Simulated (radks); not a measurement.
Question: The mean radii <r> (bohr) of the occupied orbitals of an atom or ion are listed with their occupations. All-electron calculation, Dirac Kohn-Sham, exchange-only B88, spin-unpolarised, spherical densities, finite nucleus; Fermi nuclear charge, rms radius of each element as measured or else 0.836 A^(1/3) + 0.57 fm. Program: a radial shooting solver on a logarithmic mesh with Libxc functionals.

| orbital | occ. | <r> |
|---|---|---|
| 1s1/2 | 2 | 0.08104 |
| 2s1/2 | 2 | 0.3872 |
| 2p1/2 | 2 | 0.3482 |
| 2p3/2 | 4 | 0.3507 |
| 3s1/2 | 2 | 1.202 |
| 3p1/2 | 1.33333 | 1.293 |
| 3p3/2 | 2.66667 | 1.299 |

Name the element and its charge. Open shells, if any, are shared by 2j + 1.

Answer: Z = 19, potassium, charge +3: K3+ in [Ne] 3s2 3p4. The 1s radius gives Z: for a bare nucleus <r> = (2 gamma + 1)/(2Z) with gamma = sqrt(1 - (Z/c)^2), 0.07844 bohr for Z = 19, and screening makes it slightly larger (0.08104 here). The occupations add up to 16, and the charge is Z minus that.
